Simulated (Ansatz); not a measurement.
`[SiH3]N[SiH2][SiH2]Cl` + `NBO` → `NBO[SiH2]Cl` + `[SiH3]N[SiH3]`  (cleavage of the Si–Si bond)

Computed with Ansatz on PBE0-D4/def2-TZVP structures; ΔE is electronic, products minus reactants. CCSD(T)/CBS adds triple-zeta CCSD(T) − MP2 to the extrapolated MP2 energy (def2 sets, frozen cores). This one scheme is used for every species. DFT in def2-TZVPP. HSE06 is defined as in plane-wave codes. One conformer a species, not always the lowest.

(1) Is it downhill or uphill in electronic energy at CCSD(T)/CBS, and by how much? (An estimate is asked.)

(2) What do these levels give: LDA (SPW92), B97M-V, HSE06-D4, PBE-QIDH, BHLYP, CAM-B3LYP, MP2/def2-SVP, CCSD(T)/def2-SVP, SCS-MP2/def2-TZVPP, CCSD(T)/def2-TZVPP, HF/CBS(def2), CCSD/CBS(def2)? (Estimate.)

Largest T1 diagnostic among the species: 0.012.

## Answers

(1) The calculation gave: Downhill: ΔE = -109.4 kJ/mol.

(2) Computed: LDA (SPW92) -87.2, B97M-V -106.6, HSE06-D4 -90.1, PBE-QIDH -107.0, BHLYP -125.3, CAM-B3LYP -120.5, MP2/def2-SVP -110.0, CCSD(T)/def2-SVP -103.8, SCS-MP2/def2-TZVPP -122.4, CCSD(T)/def2-TZVPP -111.6, HF/CBS(def2) -142.4, CCSD/CBS(def2) -113.0 kJ/mol.

From PBE to PBE0 (25 % exact exchange), in def2-TZVPP and without D4, ΔE moves by −7.4 kJ/mol. Leaving LDA and LC-ωPBE aside and taking each functional with its dispersion term where it has one, the values, not all of them listed here, spread over 35.7 kJ/mol, from B2PLYP to revPBE-D4.
